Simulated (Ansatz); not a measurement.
Reaction (formal loss of a carbene): `[CH3][AlH][CH2]Br` → `[CH3][AlH][Br]` + `[CH2]` (triplet)

Computed with Ansatz on PBE0-D4/def2-TZVP structures; ΔE is electronic, products minus reactants. CBS: MP2 limit from def2 TZ/QZ plus the TZ coupled-cluster correction, frozen cores. This one scheme is used for every species. Triplets are unrestricted, without spin–orbit coupling. For Br outer-core shells are correlated without core-valence functions, which leaves a few kJ/mol of doubt a bond. Scalar relativity is left out up to krypton. Each species was taken in one conformer, which may not be the lowest.

```
            species  MP2/CBS(def2) energy (Eh)
`[CH3][AlH][CH2]Br`                -2894.98220
   `[CH3][AlH][Br]`                -2855.81316
  `[CH2]` (triplet)                  -39.07245
```

(1) Work out ΔE.

Largest T1 diagnostic among the species: 0.011.

## Answers

(1) ΔE = (-2855.81316) + (-39.07245) − (-2894.98220) = 0.09659 Eh = +253.6 kJ/mol. CCSD(T)/CBS gives +245.0 kJ/mol.

In def2-TZVPP, CCSD(T) changes the Hartree–Fock value by +152.2 kJ/mol (the triples alone add +13.6 kJ/mol) and MP2 by +160.9 kJ/mol. From PBE to PBE0 (25 % exact exchange), in def2-TZVPP and without D4, ΔE moves by −15.4 kJ/mol. The D4 term adds +11.4 kJ/mol with B3LYP and +6.0 kJ/mol with PBE0; it sums over pairs of atoms, weighted by their polarisabilities, and B3LYP, whose exchange is more repulsive, gets the larger term.

B3LYP here is the variant with VWN-RPA as its local correlation; programs differ in this.
